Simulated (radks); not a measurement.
Effect of the nuclear size on the aluminium ion Al+, [Ne] 3s2. Method: Dirac Kohn-Sham, BLYP, spin-unpolarised, spherical densities, finite nucleus; Fermi nuclear charge, rms radius 3.061 fm; computed with a radial shooting solver on a logarithmic mesh with Libxc functionals. The rms radius is varied about that value; shifts are against it.

rms radius (fm)  total energy shift (eV)  density at nucleus (e/bohr^3)  1s1/2 shift (meV)
2.6386                         -0.000958                           1508             -0.397
2.9386                         -0.000292                           1506             -0.121
3.061                                  0                           1505              0.000
3.3365                          0.000700                           1503              0.290
3.664                            0.00161                           1502              0.667

Slopes of the eigenvalues against <r^2> in GHz/fm^2, as finite differences over the two radii next to the reference (eigenvalue slopes, not the field-shift constants of lines): 1s1/2 39.8.
